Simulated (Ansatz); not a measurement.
## The HOMO–LUMO gap down a group: O to Se

Gas-phase molecules, one atom swapped for its congeners: GaH(CH3)2(OH2); GaH(CH3)2(SH2); GaH(CH3)2(SeH2). All are singlets with charge 0.

Shapes, held fixed at every level: PBE0-D4/def2-TZVP. Flexible molecules stand in one conformer, not always the lowest. Programs: Ansatz 0.2.0. Values in eV.

| level | GaH(CH3)2(OH2) | GaH(CH3)2(SH2) | GaH(CH3)2(SeH2) |
| --- | --- | --- | --- |
| SPW92/def2-TZVPP | 4.77 | 4.74 | 4.49 |
| PBE-D4/def2-TZVPP | 4.78 | 4.68 | 4.43 |
| B3LYP-D4/def2-TZVPP | 6.28 | 6.39 | 6.06 |
| PBE0-D4/def2-TZVPP | 6.89 | 6.90 | 6.56 |
| r2SCAN0-D4/def2-TZVPP | 7.46 | 7.26 | 6.88 |
| wB97M-V/def2-TZVPP | 10.63 | 11.04 | 10.73 |

At wB97M-V/def2-TZVPP the HOMO–LUMO gap isn't monotonic: it is largest for S and smallest for O (11.04 and 10.63 eV). 1 of 6 levels show this order throughout; 1 agree on the largest and the smallest. Relativity is left out for Ga, Se. Orbital gaps aren't excitation energies, and the LUMO depends on the basis.
